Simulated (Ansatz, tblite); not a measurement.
Cost and result up the ladder for Ge₂H₄ (6 atoms). Total charge 0; singlet. Geometry: r2SCAN-D4/def2-TZVP.

Cartesian coordinates in Å:
```
Ge -0.4453 -1.5879 0.6321
Ge 0.1265 0.6956 0.3142
H -0.8320 -0.3060 -0.6852
H 1.1845 1.2860 -0.6432
H 0.8411 -1.9163 -0.2448
H -0.8749 1.8286 0.6269
```

Ansatz on 4 threads of Arm Neoverse V1 on a shared host; xTB runs through tblite on one thread. Times are rough, summed over both states, and most runs start from the orbitals of an earlier one. PBE0-D4/def2-TZVP serves as the yardstick here, not as an exact answer. The other state is a triplet.

The xTB rows come from tblite. The structure comes from a short search, and lower isomers may exist.

xTB has no spin-polarisation term.

```
                         level  functions  vertical triplet (eV)  difference from PBE0-D4/def2-TZVP (eV)
                      GFN2-xTB         22                   3.33                                    0.63
PBE-D4/def2-TZVP (with forces)        120                   2.70                                    0.00
           r2SCAN-D4/def2-TZVP        120                   2.59                                   -0.11
                      GFN1-xTB         26                   2.42                                   -0.28
             PBE0-D4/def2-TZVP        120                   2.70                                    0.00
```

(1) Estimate how long each takes.

Results:

(1) GFN2-xTB 0.005 s; GFN1-xTB 0.006 s; PBE-D4/def2-TZVP (with forces) 2.6 s; PBE0-D4/def2-TZVP 4.5 s; r2SCAN-D4/def2-TZVP 6.4 s. On shared hardware such times vary by a factor of up to 3.
